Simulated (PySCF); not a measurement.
AlCl4 (SMILES [Cl][Al-]([Cl])([Cl])[Cl]), charge -1, singlet, at a GFN2-xTB geometry (such geometries of metal compounds can be far from the true shape); CCSD(T)/STO-3G run with PySCF.

Input for PySCF:
```python
from pyscf import gto, scf, cc

mol = gto.Mole()
mol.atom = '''
    Cl   -1.658394   -0.370894   -1.257305
    Al    0.000000    0.000000    0.000000
    Cl    0.008122    2.034526    0.573836
    Cl    1.785907   -0.446130   -1.039304
    Cl   -0.135634   -1.217501    1.722772
'''
mol.basis = 'sto-3g'
mol.charge = -1
mol.spin = 0
mol.verbose = 4
mol.build()

mf = scf.RHF(mol)
mf.kernel()

mycc = cc.CCSD(mf, frozen=25)
mycc.kernel()
et = mycc.ccsd_t()
print('E(CCSD(T)) = %.10f' % (mycc.e_tot + et))
```

Output, abridged:

```
PySCF version 2.14.0

[INPUT] verbose = 4
[INPUT] num. atoms = 5
[INPUT] num. electrons = 82
[INPUT] charge = -1
[INPUT] spin (= nelec alpha-beta = 2S) = 0
[INPUT] symmetry False subgroup None
[INPUT] Mole.unit = angstrom
[INPUT] Symbol           X                Y                Z      unit          X                Y                Z       unit  Magmom
[INPUT]  1 Cl    -1.658394000000  -0.370894000000  -1.257305000000 AA   -3.133910466622  -0.700888081244  -2.375962105046 Bohr   0.0
[INPUT]  2 Al     0.000000000000   0.000000000000   0.000000000000 AA    0.000000000000   0.000000000000   0.000000000000 Bohr   0.0
[INPUT]  3 Cl     0.008122000000   2.034526000000   0.573836000000 AA    0.015348355584   3.844696933307   1.084392880416 Bohr   0.0
[INPUT]  4 Cl     1.785907000000  -0.446130000000  -1.039304000000 AA    3.374875113944  -0.843063515952  -1.963999920165 Bohr   0.0
[INPUT]  5 Cl    -0.135634000000  -1.217501000000   1.722772000000 AA   -0.256311113179  -2.300743446384   3.255567255069 Bohr   0.0

nuclear repulsion = 487.105709897084
number of shells = 25
number of NR pGTOs = 135
number of NR cGTOs = 45
basis = sto-3g
ecp = {}

******** <class 'pyscf.scf.hf.RHF'> ********
method = RHF
initial guess = minao
damping factor = 0
level_shift factor = 0
DIIS = <class 'pyscf.scf.diis.CDIIS'>
diis_start_cycle = 1
diis_space = 8
diis_damp = 0
SCF conv_tol = 1e-09
SCF conv_tol_grad = None
SCF max_cycles = 50
direct_scf = True
direct_scf_tol = 1e-13
Set gradient conv threshold to 3.16228e-05
Initial guess from minao.
init E= -2056.46436546032
  HOMO = -0.550586316831714  LUMO = 0.0767144336345407  gap/eV = 17.06972
cycle= 1 E= -2057.66918052921  delta_E= -1.2  |g|= 0.316  |ddm|= 2.52
  HOMO = -0.197396196594324  LUMO = 0.45208689071586  gap/eV = 17.67334
cycle= 2 E= -2057.71435973233  delta_E= -0.0452  |g|= 0.0535  |ddm|= 0.713
  HOMO = -0.198993825657323  LUMO = 0.50038409699729  gap/eV = 19.03104
cycle= 3 E= -2057.71526478576  delta_E= -0.000905  |g|= 0.00844  |ddm|= 0.0855
  HOMO = -0.199321243832239  LUMO = 0.502831285407631  gap/eV = 19.10654
cycle= 4 E= -2057.71531526094  delta_E= -5.05e-05  |g|= 0.000917  |ddm|= 0.0249
  HOMO = -0.199364532191007  LUMO = 0.502765085869439  gap/eV = 19.10592
cycle= 5 E= -2057.7153158787  delta_E= -6.18e-07  |g|= 4.53e-05  |ddm|= 0.00311
  HOMO = -0.199366785883498  LUMO = 0.502766476534614  gap/eV = 19.10602
cycle= 6 E= -2057.71531588019  delta_E= -1.49e-09  |g|= 8.7e-06  |ddm|= 0.000134
  HOMO = -0.199367144076708  LUMO = 0.502767042851851  gap/eV = 19.10604
cycle= 7 E= -2057.71531588025  delta_E= -5.82e-11  |g|= 3.52e-07  |ddm|= 2.78e-05
  HOMO = -0.199367134716668  LUMO = 0.502766986002417  gap/eV = 19.10604
Extra cycle  E= -2057.71531588024  delta_E= 8.19e-12  |g|= 7.25e-08  |ddm|= 9.16e-07
converged SCF energy = -2057.71531588024

******** <class 'pyscf.cc.ccsd.CCSD'> ********
CC2 = 0
CCSD nocc = 16, nmo = 20
frozen orbitals 25
max_cycle = 50
direct = 0
conv_tol = 1e-07
conv_tol_normt = 1e-05
diis_space = 6
diis_start_cycle = 0
diis_start_energy_diff = 1e+09
Init t2, MP2 energy = -2057.74390838711  E_corr(MP2) -0.0285925068631611
Init E_corr(CCSD) = -0.0285925068631632
cycle = 1  E_corr(CCSD) = -0.0324695626561123  dE = -0.00387705579  norm(t1,t2) = 0.0255989
cycle = 2  E_corr(CCSD) = -0.034028284965844  dE = -0.00155872231  norm(t1,t2) = 0.00767246
cycle = 3  E_corr(CCSD) = -0.0345979098098284  dE = -0.000569624844  norm(t1,t2) = 0.00249125
cycle = 4  E_corr(CCSD) = -0.0346424952718887  dE = -4.45854621e-05  norm(t1,t2) = 0.000352231
cycle = 5  E_corr(CCSD) = -0.0346411068029979  dE = 1.38846889e-06  norm(t1,t2) = 7.60556e-05
cycle = 6  E_corr(CCSD) = -0.03464124690584  dE = -1.40102842e-07  norm(t1,t2) = 1.37294e-05
cycle = 7  E_corr(CCSD) = -0.0346413695192959  dE = -1.22613456e-07  norm(t1,t2) = 3.07594e-06
cycle = 8  E_corr(CCSD) = -0.0346413481160444  dE = 2.14032515e-08  norm(t1,t2) = 3.90563e-07
CCSD converged
E(CCSD) = -2057.74995722836  E_corr = -0.03464134811604435
CCSD(T) correction = -0.0008623129658347
E(CCSD(T)) = -2057.7508195413
```
